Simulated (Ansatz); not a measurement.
trans-CoF2(H2O)4 (CoO₄F₂H₈). The state is a quartet with charge 0. Geometry PBE-D4/def2-SVP, basis def2-TZVP, Ansatz.

| run | HOMO (eV) | LUMO (eV) |
| --- | --- | --- |
| A | -5.70 | -3.57 |
| B | -5.07 | -4.18 |
| C | -10.41 | 0.03 |
| D | -13.76 | 2.43 |
| E | -7.98 | -1.87 |

HOMO and LUMO are taken over both spins.

Question: The runs used BHLYP, HF, PBE, PBE0, r2SCAN. Estimate which is which.

Answer: A r2SCAN (0 % exact exchange); B PBE (0 % exact exchange); C BHLYP (50 % exact exchange); D HF (100 % exact exchange); E PBE0 (25 % exact exchange). Exact exchange lowers occupied and raises empty levels; among semilocal functionals meta-GGAs tend to open the gap a little, and such runs are hard to tell apart. The gap grows from 0.89 eV (PBE) to 16.19 eV (HF).
